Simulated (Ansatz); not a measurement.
Gas-phase electronic energies from Ansatz, PBE0-D4/def2-TZVP geometries. CBS: MP2 limit from def2 TZ/QZ plus the TZ coupled-cluster correction, frozen cores. This one scheme is used for every species, atoms too. For atomizations the MP2-based limit and the directly extrapolated one differ by several kJ/mol either way, and by 10 to 25 for some Ge, Se and Sn compounds, so smaller differences from it don't rank the levels. DFT in def2-TZVPP. No spin–orbit coupling; open shells (•) take unrestricted orbitals. Spin–orbit coupling would lower the free atoms: a little for C, Si; clearly for Ge. Bonds to Ge are less sure, by a few kJ/mol each and by 10 to 20 or more in all where they break to atoms, as the def2 sets lack core-valence functions. Scalar relativity is left out up to krypton.

Consider the atomization: `[SiH3][CH]1[CH2][GeH2]1` → 2 C• + Ge• + 8 H• + Si•.

`[SiH3][CH]1[CH2][GeH2]1`:

Z-matrix (Å, degrees):
```
Si
C 1 1.848
H 1 1.487 2 110.7
H 1 1.492 2 112.4 3 121.3
H 1 1.490 2 108.8 3 -119.8
C 2 1.533 1 120.1 3 163.6
Ge 2 1.955 1 118.9 3 86.0
H 2 1.088 1 115.1 3 -53.0
H 6 1.085 2 116.9 1 138.2
H 6 1.086 2 117.1 1 -0.4
H 7 1.523 2 117.3 1 -142.9
H 7 1.522 2 117.9 1 7.5
```

```csv
level,ΔE (eV)
BLYP,39.92
HF/def2-TZVPP,30.44
```

(1) What does CCSD(T)/CBS give? (Estimate.)

Largest T1 diagnostic among the species: 0.012.

Answers

(1) Computed: +41.22 eV. The listed levels differ from it by -1.30, -10.78 eV.

From BLYP to BHLYP (50 % exact exchange), in def2-TZVPP and without D4, ΔE moves by −0.05 eV: exact exchange takes away binding that semilocal exchange gives to molecules. At CCSD(T), def2-SVP lies −2.33 eV from the extrapolated value and def2-TZVPP −0.91 eV: correlation converges slowly with the basis, and small sets miss more of it in the bonded molecule than in its fragments.
